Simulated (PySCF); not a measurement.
The dipole of `O=Cc1[nH]ncp1` from its density and from atomic charges.

Coordinates (GFN2-xTB, Å) and charges (e) from the PBE0/pcSseg-1 density (PySCF):

| atom | x | y | z | Mulliken | IAO | Hirshfeld | ESP-fitted |
| --- | --- | --- | --- | --- | --- | --- | --- |
| O1 | -2.541 | -0.754 | 0.426 | -0.3730 | -0.4072 | -0.2324 | -0.4541 |
| C2 | -1.874 | 0.252 | 0.343 | +0.3477 | +0.2379 | +0.1054 | +0.3713 |
| C3 | -0.431 | 0.260 | 0.270 | -0.2769 | -0.2189 | -0.0415 | -0.1281 |
| N4 | 0.246 | -0.919 | 0.294 | -0.1684 | -0.0686 | +0.0112 | +0.2125 |
| N5 | 1.547 | -0.857 | 0.224 | -0.1545 | -0.1727 | -0.1103 | -0.5197 |
| C6 | 1.944 | 0.388 | 0.143 | -0.2011 | -0.2775 | -0.0708 | +0.1973 |
| P7 | 0.672 | 1.605 | 0.148 | +0.4048 | +0.2927 | +0.0702 | -0.1397 |
| H8 | -2.330 | 1.258 | 0.318 | +0.0844 | +0.1171 | +0.0486 | +0.0698 |
| H9 | -0.223 | -1.814 | 0.361 | +0.2117 | +0.3179 | +0.1614 | +0.2680 |
| H10 | 3.000 | 0.586 | 0.079 | +0.1253 | +0.1792 | +0.0584 | +0.1227 |

Q: Form Σ q r in debye for every column and set it beside the full dipole.

A: The full density gives (0.94, 0.80, -0.09) D, 1.24 D in size; dipole vectors point from the negative to the positive end.

```json
{"scheme": "Mulliken", "μx": "0.71", "μy": "4.57", "μz": "-0.26", "size (D)": "4.63", "share of the full size (%)": "374", "angle to the full dipole (°)": "41"}
{"scheme": "IAO", "μx": "1.20", "μy": "2.68", "μz": "-0.19", "size (D)": "2.95", "share of the full size (%)": "238", "angle to the full dipole (°)": "25"}
{"scheme": "Hirshfeld", "μx": "0.86", "μy": "0.78", "μz": "-0.08", "size (D)": "1.16", "share of the full size (%)": "94", "angle to the full dipole (°)": "2"}
{"scheme": "ESP-fitted", "μx": "0.95", "μy": "0.86", "μz": "-0.09", "size (D)": "1.28", "share of the full size (%)": "103", "angle to the full dipole (°)": "2"}
```

Q: Which set comes closest?

A: Length of the difference vector: ESP-fitted 0.06 D, Hirshfeld 0.09 D, IAO 1.90 D, Mulliken 3.78 D. Closest: ESP-fitted. ESP charges are fitted to the potential around the molecule, whose slowest-falling term is the dipole's. 

Q: What is left for the Hirshfeld atoms' own dipoles?

A: The Hirshfeld atoms' densities add up to the full density, so μ = Σ q r + Σ (atomic dipoles). The atomic dipoles sum to (0.94, 0.80, -0.09) − (0.86, 0.78, -0.08) = (0.08, 0.02, -0.01) D, 0.09 D in size.

Q: With the origin at the mean of the coordinates, (0.001, 0.000, 0.261) Å, which are the largest single terms, by size, of the Mulliken dipole along the direction of the full one?

A: O1 +4.35, P7 +3.02, C2 -2.12, C6 -1.68, H10 +1.61 D; all 10 atoms together +3.51 D. The single terms depend on the origin, their sum doesn't.

Q: Give the size of the full dipole in other units.

A: 1.24 D = 0.488 au = 0.258 e·Å = 4.14 × 10⁻³⁰ C·m.

Isolated species at its GFN2-xTB geometry (one conformer only).

Shape of the structure used: `[O:1]=[CH:2][c:3]1[nH:4][n:5][cH:6][p:7]1`: O1–C2–C3–N4 0°.
